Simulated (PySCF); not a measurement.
Species: C4H5Cl2NO.
Geometry (GFN2-xTB, Å), atoms numbered from 1 in this order:
```
atom  x, y, z in Å
C1     2.306    0.099   -0.061
N2     0.975   -0.383    0.204
C3    -0.121    0.285   -0.203
O4    -0.084    1.332   -0.816
C5    -1.422   -0.358    0.162
Cl6   -1.376   -1.929    0.897
C7    -2.633    0.174   -0.035
Cl8   -2.909    1.695   -0.729
H9     2.214    1.025   -0.627
H10    2.838    0.296    0.871
H11    2.868   -0.631   -0.647
H12    0.870   -1.249    0.710
H13   -3.531   -0.354    0.255
```

Vertical excitations from PySCF (density fitting, frozen core in the response, grid level 2 and gas phase unless stated; continuum runs use non-equilibrium linear response for the excitations) on a GFN2-xTB geometry. Reference run:

```
                                 settings    S1, eV (f)    S2, eV (f)    S3, eV (f)    S4, eV (f)    S5, eV (f)    S6, eV (f)  T1, eV (Tamm–Dancoff)  mean α (au)
wB97X-D/def2-SVPD, full TDDFT, 8 singlets  4.56 (0.000)  5.51 (0.303)  5.77 (0.101)  6.17 (0.003)  6.43 (0.000)  7.01 (0.007)                   3.51         89.5
```

Q: What do these settings give: OPBE/pcSseg-1, grid level 1, TDA, 25 singlets?

A: 
```tsv
settings	S1, eV (f)	S2, eV (f)	S3, eV (f)	S4, eV (f)	S5, eV (f)	S6, eV (f)	T1, eV (Tamm–Dancoff)	mean α (au)
OPBE/pcSseg-1, grid level 1, TDA, 25 singlets	3.74 (0.000)	4.65 (0.053)	5.22 (0.020)	5.40 (0.317)	5.49 (0.002)	5.58 (0.000)	–	76.9
```

S1 moves by -0.82 eV; functional, basis and response scheme change together, so the shift can't be laid on one. States are counted by energy in each run and needn't keep their character from row to row.

Q: Give the leading configurations of S1 (H = HOMO, L = LUMO) and the HOMO–LUMO gap of each run.

A: 
```csv
settings,S1 configurations (weight),S1 (eV),orbital gap (eV),S1 − gap (eV)
"wB97X-D/def2-SVPD, full TDDFT, 8 singlets",H−1→L 0.95,4.56,9.45,-4.89
"OPBE/pcSseg-1, grid level 1, TDA, 25 singlets",H→L 1.00,3.74,3.62,+0.12
```

One conformer stands for the species.
